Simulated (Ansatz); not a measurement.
The same path of H$_{4}$O$_{3}$Si (8 atoms, charge 0, multiplicity 1) was run twice with different band settings. Lost on the way: Si1–H2, O3–H4. Made: H2–H4.

These are results of Ansatz 0.2.0, RKS B3LYP-D4/def2-SVP, not measurements.

Relaxed end points:

```xyz
8
Properties=species:S:1:pos:R:3
Si 0.354 0.060 -0.030
H 1.811 -0.140 -0.204
O -0.459 -1.388 -0.120
H -0.256 -1.971 -0.861
O -0.061 1.144 -1.207
O -0.073 0.682 1.443
H -0.922 1.569 -1.110
H -0.395 0.043 2.090
```

```xyz
8
Properties=species:S:1:pos:R:3
Si -0.727 -0.051 -0.001
H 1.899 -0.904 -0.625
O -1.246 -1.481 -0.110
H 1.358 -1.443 -0.614
O -0.635 1.057 -1.196
O -0.175 0.712 1.346
H -0.295 1.929 -0.955
H -0.180 0.181 2.154
```

Common settings: spring 5.0 eV/Å²; optimiser quadratic models (default); start path through a guess of the saddle point; force threshold 0.05 eV/Å; iteration limit 60; end points relaxed.

| run | movable images | climbing image |
| --- | --- | --- |
| 1 | 7 | yes |
| 2 | 6 | no |

(1) What does each run give, and how far can it be trusted?

## Answers

(1) Run 1: converged after 12 iterations, highest image 2.667 eV above the first end. Neighbouring images differ by up to 1.4 eV, so the band resolves the path poorly. A vibrational analysis at the climbing image gives one clearly imaginary mode, 1263i cm⁻¹: a first-order saddle point.
Run 2: converged after 10 iterations, highest image 2.435 eV above the first end. Neighbouring images differ by up to 1.6 eV, so the band resolves the path poorly. No image climbed, so the highest image needn't sit at the top of the path.
The orbitals stay closed-shell, which can raise the energy where a bond breaks towards radicals; this wasn't checked here.
